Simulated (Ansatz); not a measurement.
## Worked example: the step energy

An elementary step of BSiNH₈O, singlet (SiH₄O ([OH][SiH3]) + BNH₄ ([BH2][NH2]) → BSiH₅O ([BH2][O][SiH3]) + NH₃ (still joined by a long B–N bond); B–N, H–O broken or loosened, B–O, N–H formed or tightened). “Start” and “end” are the PBE0-D4/def2-TZVP structures reached by relaxing down either side of its saddle point, with the molecules still in contact.

Computed with Ansatz 0.2.0 (basis: def2-TZVPP and def2-QZVPP); correlated methods freeze the cores.

Energies in eV:

| quantity | end | start |
| --- | --- | --- |
| Hartree–Fock, triple zeta (X = 3) | -12184.04480 | -12183.66523 |
| Hartree–Fock, quadruple zeta (X = 4) | -12184.52185 | -12184.13995 |
| MP2 correlation, X = 3 | -19.46692 | -19.24368 |
| MP2 correlation, X = 4 | -20.87087 | -20.66053 |
| CCSD(T) correlation, X = 3 | -21.39284 | -21.19424 |

Task: Work out the step energy at the basis limit: extrapolate Hartree–Fock as E(X) = E∞ + A exp(−7.88 √X) and the MP2 correlation as E(X) = E∞ + B X^−2.97 (the exponents that Neese and Valeev fitted for def2-TZVPP and QZVPP), then add CCSD(T) − MP2 in triple zeta.

Result: Each step is linear, so take the differences first (end − start): Hartree–Fock -0.37957 (X = 3) and -0.38190 (X = 4); MP2 correlation -0.22324 and -0.21034; CCSD(T) correlation -0.19860.
Two points give E∞ = E(4) + w [E(4) − E(3)], with w = 1/(exp(7.88 (2 − √3)) − 1) = 0.1377 for Hartree–Fock and w = 1/((4/3)^2.97 − 1) = 0.7407 for the correlation.
Hartree–Fock: -0.38190 + 0.1377 × (-0.00233) = -0.3822 eV.
MP2 correlation: -0.21034 + 0.7407 × 0.01290 = -0.2008 eV.
CCSD(T) − MP2: -0.19860 − (-0.22324) = 0.0246 eV.
Sum: -0.3822 + (-0.2008) + 0.0246 = -0.5584 eV, or -12.88 kcal/mol. Plain CCSD(T) in triple zeta gives -0.5782 eV, so the larger basis shifts the result by 0.0198 eV.

No T1 diagnostic of these runs exceeds 0.013.

The step is the kind of ligand exchange by which a precursor binds to a hydroxyl group, or is hydrolysed, in atomic layer deposition of oxides.

Labels in which every atom is bracketed show which atoms are joined, not bond orders.

For scale, one of the runs: CCSD(T)/def2-TZVPP, 247 basis functions, launched by `ansatz run in.yaml --threads 4 --pin off --events-out ev --progress --plain --max-ram 9574MiB`. The run took 2.1 min on 4 CPU threads of an Intel Xeon (shared host), with 5.1 GiB of host memory at its peak.
